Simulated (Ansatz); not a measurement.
`C[O][Ga]([F])[Cl]` + H₂O → `C[O][Ga]([OH])[F]` + HCl at 700 K and 1 bar (formal hydrolysis of a Ga–Cl bond).

Gas-phase electronic energies from Ansatz, PBE0-D4/def2-TZVP geometries. CCSD(T)/CBS is the MP2 limit (def2-TZVPP, def2-QZVPP) plus CCSD(T) − MP2 in def2-TZVPP, frozen cores. This one scheme is used for every species. For Ga outer-core shells are correlated without core-valence functions, which leaves a few kJ/mol of doubt a bond. Scalar relativity is left out up to krypton. One conformer a species, not always the lowest.

```tsv
species	CCSD(T)/CBS energy (Eh)	H − E (kJ/mol)	S (J/(mol·K))
`C[O][Ga]([F])[Cl]`	-2598.65197	188.1	468.3
H₂O	-76.37941	80.5	218.4
`C[O][Ga]([OH])[F]`	-2214.62785	225.3	473.2
HCl	-460.38127	38.4	211.8
```

H − E and S are ideal-gas, rigid-rotor, harmonic terms from PBE0-D4/def2-TZVP, for one conformer and one mirror image of each species. 1 Eh = 2625.50 kJ/mol, R = 8.31446 J/(mol·K).

Task: By hand: ΔE, ΔH, ΔS and ΔG.

Result: ΔE = (-2214.62785) + (-460.38127) − (-2598.65197) − (-76.37941) = 0.02226 Eh = 58.4 kJ/mol. Δ(H − E) = 225.3 + 38.4 − 188.1 − 80.5 = -4.9, so ΔH = 53.5 kJ/mol. ΔS = 473.2 + 211.8 − 468.3 − 218.4 = -1.7 J/(mol·K). ΔG = 53.5 − 700 × (-1.7)/1000 = 54.7 kJ/mol.

Task: By hand: the equilibrium constant, and the temperature at which ΔG would vanish if ΔH and ΔS stayed fixed.

Result: log₁₀ K = −ΔG/(RT ln 10) = -4.1. ΔH and −TΔS have one sign here, so there is no such temperature. One of them is within its doubt of zero, so this could turn.

The number of gas molecules stays the same, so ΔS is small and ΔH decides. A doubt of 5 kJ/mol in ΔE shifts log₁₀ K by 0.4 here. Other conformers and mirror images would add mixing entropy, several J/(mol·K) or more a flexible species. Modes under 60 cm⁻¹, often nearly free rotors, make the harmonic entropy too high. These are equilibria of isolated gas molecules and say nothing of rates. Largest T1 diagnostic: 0.014 (customary marks: 0.02 for closed shells, 0.045 for open ones).
